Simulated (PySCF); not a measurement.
Input file for PySCF: U-HF/LANL2DZ on GeH4Te (SMILES [GeH3][TeH]), a point of a bond scan (R = 4.490 Å).

```python
from pyscf import gto, scf, dft, mp
from pyscf.data.elements import chemcore

mol = gto.M(
    atom='''
    Te   -0.09896076    0.80692664    0.65430353
    H     0.87630845    3.68121399   -2.65401284
    Ge    0.13620165   -1.21741469   -0.93151219
    H     1.56045513   -1.29524723   -1.50328127
    H    -0.15262004   -2.45072946   -0.06258670
    H    -0.88257830   -1.12841585   -2.07852674
    ''',
    basis='lanl2dz',
    ecp={'Ge': 'lanl2dz', 'Te': 'lanl2dz'},
    charge=0, spin=0, verbose=3, max_memory=1800)
mf = scf.UHF(mol)
mf.conv_tol = 1e-8
mf.max_cycle = 100
mf.init_guess_breaksym = True
mf.kernel()
if not mf.converged:
    mf = mf.newton().run(mf.mo_coeff, mf.mo_occ)
for _ in range(4):
    mo, _, stable, _ = mf.stability(return_status=True)
    if stable:
        break
    mf.kernel(mf.make_rdm1(mo, mf.mo_occ))
```

The log:

```
converged SCF energy = -13.5473166754334  <S^2> = 3.0752201e-10  2S+1 = 1
<class 'pyscf.scf.uhf.UHF'> wavefunction has an internal instability
converged SCF energy = -13.7143012137154  <S^2> = 1.0049635  2S+1 = 2.240503
<class 'pyscf.scf.uhf.UHF'> wavefunction is stable in the internal stability analysis
```

The calculation finished and met its thresholds. Its determinant has ⟨S²⟩ = 1.00, a mixture of spin states.

Cost: very roughly 0.5 core-seconds.
